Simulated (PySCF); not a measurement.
SMILES [SH2+]S (charge +1) (B3LYP/def2-SVP optimised geometry):

```
5

S     -1.020    -1.103     2.041
S     -0.631    -0.682     0.000
H     -1.915    -2.070     1.702
H      0.737    -0.682     0.000
H     -0.737     0.682     0.000
```

Calculation: B3LYP/def2-TZVP in PySCF.

Task: What are the frontier orbital energies?

Result: HOMO-2 -18.19 eV, HOMO-1 -15.80 eV, HOMO -13.73 eV, LUMO -8.43 eV, LUMO+1 -6.80 eV.

On the same geometry PySCF with PBE/def2-TZVP gives HOMO-2 -17.02 eV, HOMO-1 -14.80 eV, HOMO -12.73 eV, LUMO -9.24 eV, LUMO+1 -7.57 eV.

Meta-Löwdin charges at B3LYP/def2-TZVP: S1 0.08, S2 0.43, H3 0.16, H4 0.17, H5 0.17.
